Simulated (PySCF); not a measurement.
# Excitation energy of Ba by level of theory

Ba [Xe] 6s2 (1S) → Ba [Xe] 5d2 (3F), as a difference of total energies. Calculation: PySCF 2.14, in aug-cc-pwCVTZ-X2C with one added diffuse shell each of s, p, d, f type (12s11p9d5f, 125 functions); scalar relativity by spin-free X2C-1e. Correlated levels: valence: [Xe] frozen; valence and next inner shell: [Kr] 4d10 frozen. The calculations carry no spin-orbit coupling.

```tsv
method	excitation energy (eV)
UHF	2.338
LDA	2.323
PBE	2.025
PBE0	2.062
r2SCAN	1.706
r2SCAN0	1.891
M06	2.496
r2SCANh	1.780
MP2 (valence)	2.710
SCS-MP2 (valence)	2.875
MP2 (valence and next inner shell)	2.862
SCS-MP2 (valence and next inner shell)	2.972
```

Question: How much does correlation contribute at MP2 (valence and next inner shell)?

Answer: 2.862 − (2.338) = 0.524 eV, measured against UHF.

A first-order spin-orbit estimate (lowest level to lowest level, LS coupling) adds -0.060 eV.
